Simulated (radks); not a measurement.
The numbers below are computed, except where a source is named.
Numerical settings for the praseodymium ion Pr+, [Xe] 4f3 6s1. Level of theory: scalar-relativistic Kohn-Sham, r2SCAN, spin-polarised, spherical densities, finite nucleus; open shells are filled with parallel spins first (spin-orbit coupling, left out, can overturn this in heavy ions); meta-GGA in the generalised Kohn-Sham scheme; Fermi nuclear charge, rms radius 4.8919 fm (a radial shooting solver on a logarithmic mesh with Libxc functionals). The defaults (mesh step 0.008 in ln r, mesh end at 40 bohr or more with all orbitals vanishing there, Anderson mixing 0.5 over 9 steps, residual threshold near 1e-9 with the energy settled to 1e-9 hartree or 1e-11 of itself, here a cap of 90 iterations) give E = -9237.788 hartree and 4f at -7.481 eV in 12 iterations. Times are rough (one thread of a shared host). One setting is changed at a time: mesh step in ln r 0.08; mesh step in ln r 0.003; mesh step in ln r 0.005; mesh end (bohr) 12; mesh end (bohr) 20; residual threshold 1e-05; residual threshold 0.01; mixing 0.01; linear mixing, mixing 1; linear mixing, mixing 0.2; mixing history 3; iteration cap 3. Which runs fail to converge, and which converge to a wrong energy?

Answer. Not converged within the cap: mesh step in ln r 0.08; linear mixing, mixing 1; iteration cap 3. No run marked as converged misses the energy by more than 1 mhartree.
